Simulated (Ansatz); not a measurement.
A made-up structure of SiH2SO2, singlet:

O1  (-0.457, -1.179, 1.530)
Si2  (0.045, -0.195, 0.245)
O3  (1.738, 0.143, -0.301)
S4  (-1.302, 1.028, -1.216)
H5  (2.520, -0.341, 0.260)
H6  (-2.545, 0.545, -0.517)
(Å)

It is relaxed with PBE-D4/def2-SVP and then PBE0-D4/def2-TZVP (Ansatz 0.2.0). Atoms count as bonded within 1.22 times the sum of their covalent radii (H–H: 0.88 Å). The end point is not checked to be a true minimum.

Problem. Does its bonding change? (Judge from chemistry; the calculation decides.)

Solution. Computed: No: no bond forms or breaks.

Where it ends: The first stage lowers the energy by 1.43 eV in 7 steps. It ends as SiH₂SO₂ ([O][Si]([OH])[SH]):
```tsv
atom	x (Å)	y (Å)	z (Å)
O1	-0.4075	-1.0527	1.3654
Si2	0.0401	-0.1740	0.2182
O3	1.5524	0.1275	-0.2690
S4	-1.1622	0.9179	-1.0860
H5	2.2499	-0.3051	0.2325
H6	-2.2727	0.4864	-0.4611
```

Labels in which every atom is bracketed show which atoms are joined, not bond orders.

For scale, one of the runs: PBE0-D4/def2-TZVP relaxation, 148 basis functions, launched by `ansatz run in.yaml --threads 2 --pin off --events-out ev --progress --plain --max-ram 4352MiB`. Hardware: 2 CPU threads of an Arm Neoverse V2, shared host. Wall time about 24 s.
